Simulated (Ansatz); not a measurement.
`ClC[SiH2][SbH2]` + `OCB(O)O` → `OC[SiH2]CCl` + `O[B](O)[SbH2]`  (redistribution)

Isolated molecules relaxed with PBE0-D4/def2-TZVP in Ansatz; ΔE leaves out vibrations. CBS: MP2 limit from def2 TZ/QZ plus the TZ coupled-cluster correction, frozen cores. DFT in def2-TZVPP. def2 core potentials past Kr. For Sb outer-core shells are correlated without core-valence functions, which leaves a few kJ/mol of doubt a bond. Each species was taken in one conformer, which may not be the lowest.

`ClC[SiH2][SbH2]`:

Z-matrix (Å, degrees):
```
C
Si 1 1.890
Cl 1 1.782 2 110.8
H 1 1.091 2 110.8 3 119.1
H 1 1.090 2 111.6 3 -120.0
Sb 2 2.569 1 114.0 3 64.4
H 2 1.491 1 107.5 3 -175.6
H 2 1.486 1 108.6 3 -58.2
H 6 1.710 2 90.1 1 49.4
H 6 1.706 2 91.1 1 -42.2
```

`OCB(O)O`:

Cartesian coordinates in Å:
```
O 0.939 0.567 1.275
C -0.302 0.585 0.573
B -0.177 -0.419 -0.641
O 0.979 -1.103 -0.841
O -1.235 -0.589 -1.478
H 0.895 1.167 2.022
H -0.540 1.592 0.204
H -1.135 0.283 1.223
H 1.618 -0.863 -0.159
H -1.044 -1.221 -2.177
```

`OC[SiH2]CCl`:

Z-matrix (Å, degrees):
```
C
Si 1 1.890
O 1 1.416 2 114.4
H 1 1.094 2 108.1 3 -118.7
H 1 1.102 2 109.6 3 126.4
C 2 1.890 1 110.4 3 -72.1
H 2 1.484 1 110.9 3 48.3
H 2 1.491 1 110.1 3 170.4
H 3 0.962 1 108.4 2 52.0
Cl 6 1.795 2 110.4 1 53.7
H 6 1.090 2 112.5 1 172.9
H 6 1.091 2 111.7 1 -65.0
```

`O[B](O)[SbH2]`:

Cartesian coordinates in Å:
```
O -0.378 1.514 -0.006
B -0.290 0.177 0.229
O -0.402 -0.409 1.451
Sb -0.075 -1.183 -1.564
H -0.522 2.067 0.769
H -0.546 0.190 2.192
H 1.119 -0.198 -2.279
H 1.093 -2.158 -0.792
```

Is it downhill or uphill in electronic energy at CCSD(T)/CBS, and by how much? (Best estimate.)

Ansatz gave: Uphill: ΔE = +76.4 kJ/mol.

What do these levels give: PBE0-D4, ωB97X-V, B2PLYP, r2SCAN, PBE0, SCS-MP2/def2-TZVPP? (An estimate is asked.)

Computed: PBE0-D4 78.4, ωB97X-V 74.7, B2PLYP 74.4, r2SCAN 76.1, PBE0 78.2, SCS-MP2/def2-TZVPP 74.1 kJ/mol.

Largest T1 diagnostic among the species: 0.014.

In def2-TZVPP, CCSD(T) changes the Hartree–Fock value by −8.3 kJ/mol (the triples alone add −2.1 kJ/mol) and MP2 by −6.9 kJ/mol. From PBE to PBE0 (25 % exact exchange), in def2-TZVPP and without D4, ΔE moves by +5.7 kJ/mol.
